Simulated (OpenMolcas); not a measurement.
## Te V: effect of the IPEA shift

| Quantity | Value |
| --- | --- |
| Program | OpenMolcas 26.06 |
| Basis | ANO-RCC-VTZP [7s6p4d2f1g] |
| Scalar Hamiltonian | DKH2, point nucleus |
| Active space | 2 electrons in 9 orbitals (RAS2 5s 5p; RAS3 5d, at most 2 electrons) |
| State averaging | 2S+1 = 3 even, 3 roots; 2S+1 = 1 even, 7 roots; 2S+1 = 3 odd, 3 roots; 2S+1 = 1 odd, 3 roots |
| Spin-orbit coupling | RASSI with atomic mean-field integrals over the reference wave functions, term energies averaged over their components |

Methods on the same reference wave functions:
A. RASSCF
B. MS-RASPT2, IPEA 0 Eh, imaginary shift 0.1 Eh (closed shells correlated: 4d)
C. MS-RASPT2, IPEA 0.25 Eh, imaginary shift 0.1 Eh (closed shells correlated: 4d)

Energies in cm-1 above 5s2 1S0, the measured ground level; measured values from Moore, Atomic Energy Levels, vol. III, NSRDS-NBS 35 (1971 reprint of NBS Circular 467, 1958).

| Level | A | B | C | Measured |
| --- | --- | --- | --- | --- |
| 5s2 1S0 | 0.0 | 0.0 | 0.0 | 0.0 |
| 5s 5p 3P* 0 | 69407 | 75590 | 75540 |  |
| 5s 5p 3P* 1 | 72235 | 78280 | 78240 |  |
| 5s 5p 3P* 2 | 79282 | 85460 | 85420 |  |
| 5s 5p 1P* 1 | 112867 | 110130 | 110320 | 111707 |
| 5p2 3P0 | 172547 | 176270 | 176470 | 176248 |
| 5p2 1D2 [66 %] | 175244 | 182600 | 182650 | 182797 |
| 5p2 3P1 | 177680 | 181680 | 181880 | 182419 |

Deviations, from unrounded energies. A percentage is the sum of absolute deviations over the sum of measured energies, with the sign that they share, or ± where signs differ.

```json
{"Against measurement": "mean absolute deviation (cm-1)", "Levels": "4", "A": "4300", "B": "640", "C": "570"}
{"Against measurement": "other configurations (%)", "Levels": "4", "A": "±2.6", "B": "±0.4", "C": "±0.4"}
```

C lies closest to measurement on these levels and A furthest from it. The largest miss of C in the table is 5s 5p 1P* 1, by -1400 cm-1. The ranking rests on the paired levels alone, and a cruder setting can come out closer through cancelling errors.

Between B and C the level of the table that moves most is 5p2 3P1, by 200 cm-1 (lowest in B, highest in C). Moves below CASPT2's spread within the term are not significant.

The lowest spin-free term lies below A's lowest term by 0.417 hartree in B, 0.415 hartree in C.

CASPT2 does not keep the components of a term degenerate, so their means are used; among the terms shown or strongly mixed into the levels shown the widest spread is 19 cm-1 (5p2 1D, C). Active for correlation alone: 5d; no level in the range computed is led by a configuration that fills it, so any true level of that kind is missing. Some terms mix strongly with configurations of 5d, whose occupation reaches 0.24 (5p2 1D). Measured partners are found by configuration, term and J. A level has none where our copy of the source lacks it or the pairing is in doubt (some pairs that miss far off the trend of their configuration count as doubtful), and it then counts in no deviation. Only configurations of the active space appear. The table leaves out levels that lie high or whose names do not pair safely across all columns.

A share in square brackets marks a mixed level and gives the weight of the term that names it, the lowest over the columns. * marks odd parity.
